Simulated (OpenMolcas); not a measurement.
Cr2+ (d4) in a complex was computed by SS-CASPT2, IPEA 0.25 Eh, imaginary shift 0.1 Eh with the d shell active (OpenMolcas, ANO-RCC-VDZP on the metal). Its lowest spin-free states, and all those of the highest spin:

| 2S+1 | Degeneracy | E (cm-1) |
| --- | --- | --- |
| 5 | 2 | 0 |
| 5 | 3 | 8140 |
| 3 | 3 | 12340 |
| 3 | 3 | 17370 |
| 3 | 2 | 17790 |
| 3 | 3 | 18300 |
| 3 | 1 | 19370 |
| 3 | 1 | 20240 |
| 1 | 3 | 20360 |
| 1 | 2 | 21660 |
| 1 | 1 | 23200 |
| 3 | 2 | 23290 |

**Question.** Is the site octahedral, tetrahedral or cube-like, axial, or of lower symmetry?

**Answer.** The states with 2S+1 = 5 have orbital degeneracies 2, 3. Threefold states need a cubic site. For d4 at this spin an octahedron puts the twofold E below the threefold T2 and a tetrahedron or cube puts the threefold T2 below the twofold E, so the site is octahedral. The first gap at this spin, 8140 cm-1, is |10Dq| in ligand-field theory. The run had Cr2+ with 6 ligands (fluoride) in octahedral coordination (Oh) at 2.11 Å. A charge of +0.667 e stands 2.6 Å behind each ligand. Ligand basis ANO-RCC-VDZP.

Roots that are degenerate in the reference are averaged as groups; the widest CASPT2 spread within a group is 140 cm-1 (the 2-fold group of multiplicity 1 near 29600 cm-1 above the lowest state of its run). Shifts and gaps below about the spread of the groups concerned are not significant. Over all roots computed the reference weight is 0.70 to 0.72; a low but even weight reflects the number of correlated electrons. An orbital doublet at a regular site is open to a Jahn-Teller distortion, which this geometry leaves out. Ligand-to-metal charge-transfer states are missing. These CASPT2 states fit no ligand-field parameters well, so their order and spin gaps are uncertain. With no ligand orbital active B as a rule stays too high, so bands that hang on it stand too high and its fall with covalency is understated. With one d shell and no ligand orbital active, 10Dq can be off by tens of per cent for divalent 3d ions, low with halides held by bare charges and at times high in hosts. Free-ion shares, where given, are those of the reference states; single-state CASPT2 does not remix them. No measured value stands beside these numbers; the geometry is a model, was not optimised and need not be the one that this ion takes.
